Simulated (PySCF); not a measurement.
A GIAO shielding run with PySCF 2.14.0 with density-fitted response routines (density fitting, non-relativistic, gas phase) on SMILES CB(O)Cl, CH4BClO:

```
$ OMP_NUM_THREADS=1 python probes_run.py task.json out

{"job": {"kind": "nmr", "xc": "PBE0", "basis": "6-31G", "pop": true}, "charge": 0, "multiplicity": 1}
C     -0.509039     0.383256     0.821417
B      0.949240     0.962109     0.832593
O      2.065200     0.257046     0.565215
Cl     1.207372     2.669932     1.237504
H     -1.162702     0.998086     0.183205
H     -0.573734    -0.662644     0.483608
H     -0.933729     0.441986     1.837272
H      1.877586    -0.661071     0.344244
```

Hardware: 1 thread of an Arm Neoverse V2, shared host. The job also computes population analyses, field gradients.

Q: How large is the calculation?

A: 40 electrons, 48 basis functions and 450 auxiliary functions.

Q: How long does it take, and how much memory does it need?

A: 2.9 s of wall time, with 12 SCF cycles and 4 response iterations; peak memory 0.43 GiB. Times on a shared host scatter by some tens of per cent.

Q: And these other runs on the same molecule and hardware: GIAO shielding at B3LYP/pcSseg-2; GIAO shielding at B97-D/pcSseg-2; GIAO shielding at BLYP/pcSseg-2; GIAO shielding at BP86/pcSseg-2; GIAO shielding at HF/pcSseg-2; GIAO shielding at KT2/pcSseg-2?

A: B3LYP/pcSseg-2: 207 functions, 19 s; B97-D/pcSseg-2: 207 functions, 23 s; BLYP/pcSseg-2: 207 functions, 19 s; BP86/pcSseg-2: 207 functions, 19 s; HF/pcSseg-2: 207 functions, 8.7 s; KT2/pcSseg-2: 207 functions, 19 s.
